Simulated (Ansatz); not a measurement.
Isolated molecules relaxed with PBE0-D4/def2-TZVP in Ansatz; ΔE leaves out vibrations. CCSD(T)/CBS is the MP2 limit (def2-TZVPP, def2-QZVPP) plus CCSD(T) − MP2 in def2-TZVPP, frozen cores. This one scheme is used for every species. Functionals use def2-TZVPP. B3LYP here is the variant with VWN-RPA as its local correlation; programs differ in this. Open shells (•) are unrestricted, without spin–orbit coupling. Each species was taken in one conformer, which may not be the lowest.

`FC[SiH]([SiH3])[SiH3]` → `[CH2]F`• + `[SiH3][SiH][SiH3]`•  (homolysis of the C–Si bond)

| level | ΔE (kJ/mol) | difference from CCSD(T)/CBS |
| --- | --- | --- |
| PBE-D4 | 317.6 | -17.1 |
| r2SCAN-D4 | 301.4 | -33.3 |
| PBE0-D4 | 316.6 | -18.1 |
| B3LYP-D4 | 315.0 | -19.7 |
| ωB97X-V | 336.1 | 1.4 |
| ωB97M-V | 336.3 | 1.6 |
| B2PLYP | 314.7 | -20.0 |
| PBE | 309.1 | -25.6 |
| r2SCAN | 298.8 | -35.9 |
| PBE0 | 309.0 | -25.7 |
| B3LYP | 301.8 | -32.9 |
| HF/def2-TZVPP | 224.4 | -110.3 |
| MP2/def2-TZVPP | 336.1 | 1.4 |
| SCS-MP2/def2-TZVPP | 336.4 | 1.7 |
| CCSD/def2-TZVPP | 315.8 | -18.9 |
| CCSD(T)/def2-TZVPP | 324.0 | -10.7 |
| HF/def2-QZVPP | 223.5 | -111.2 |
| MP2/def2-QZVPP | 341.9 | 7.2 |
| SCS-MP2/def2-QZVPP | 342.9 | 8.2 |
| HF/CBS(def2) | 223.4 | -111.3 |
| MP2/CBS(def2) | 346.8 | 12.1 |
| CCSD/CBS(def2) | 326.5 | -8.2 |
| CCSD(T)/CBS | 334.7 | 0 |

Largest T1 diagnostic among the species: 0.015.

In def2-TZVPP, CCSD(T) changes the Hartree–Fock value by +99.7 kJ/mol (the triples alone add +8.2 kJ/mol) and MP2 by +111.7 kJ/mol; breaking electron pairs costs correlation energy, which Hartree–Fock lacks. The D4 term adds +13.2 kJ/mol with B3LYP and +7.6 kJ/mol with PBE0; it sums over pairs of atoms, weighted by their polarisabilities, and B3LYP, whose exchange is more repulsive, gets the larger term.
